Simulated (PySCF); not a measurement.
## Does the structure fit the spectrum?

A compound C$_{6}$H$_{9}$N gives the data below (simulated from a calculation) and was assigned the structure `C=C(C#N)C(C)C`.

13C{1H} NMR (computed): δ 136.4 (C), 118.2 (CH), 114.3 (CH), 110.1 (CH), 26.4 (CH2), 21.1 (CH3).

1H NMR (400 MHz, computed): δ 7.36 (br s, 1H), 6.57 (m, 1H), 6.32 (m, 1H), 6.16 (m, 1H), 2.61 (q, 2H), 1.17 (t, 3H).

- σ from GIAO-PBE0/pcSseg-1
- GFN2-xTB structure
- run in PySCF
- non-relativistic, one averaged value for each set of equivalent atoms, gas phase, a single conformation

Shifts are taken against calculated references (same method and geometry level): TMS for 1H (σ = 31.72 ppm), 13C (σ = 186.93 ppm).

(1) Compare with the shifts computed for the proposed structure, pairing carbons in order of shift.

(2) Which isomer fits?

Results:

(1) Structure with atom numbers: `[CH2:1]=[C:2]([C:3]#[N:4])[CH:5]([CH3:6])[CH3:7]`; H(Xn) means a hydrogen on atom n.

```tsv
atom	computed for proposal	given list	difference
C2	139.4	136.4	+3.0
C1	136.1	118.2	+17.9
C3	122.5	114.3	+8.2
C5	41.2	110.1	-68.9
C6	24.0	26.4	-2.4
C7	24.0	21.1	+2.9
```

The rms difference is 29.3 ppm and the largest -68.9 ppm at C5 (allylic sp3 CH). The proposal also would give 5 carbon signals, not 6. The carbon types in order of shift don't match either: C, CH2, C, CH, CH3, CH3 for the proposal against C, CH, CH, CH, CH2, CH3 in the data. The proposal doesn't fit.

(2) `c1c(CC)[nH]cc1`.

Carbon types of the structure: 1 × C, 3 × CH, 1 × CH2, 1 × CH3, leaving 1 H on heteroatoms. δC 136.4: substituted aromatic carbon next to a ring nitrogen. δC 118.2: aromatic CH next to a ring nitrogen. δC 114.3, 110.1: aromatic CH. δH 6.32, 6.16: hydrogen on an aromatic CH; it sits in the deshielding region of the aromatic ring current.

Other isomers checked: C=C(C)[C@H](C)C#N (rms 31.4 ppm).

The shifts were computed for this structure.

OH/NH shifts are gas-phase values; hydrogen bonding in solution moves them, usually downfield. Shifts are as computed. Against solution values, carbons near 30 ppm lie about +3 ppm off and those near 130 ppm about +5 ppm. Of 1211 compounds with measured shifts, 218 miss one by over three times the rms of a fit or turn the order of signals round; such compounds aren't used in these exercises. No couplings were computed; multiplicities are counted from neighbouring protons, with m where these are inequivalent, close in shift, in a saturated or five-membered ring or joined by F or P, and br s for small geminal =CH2 splittings.
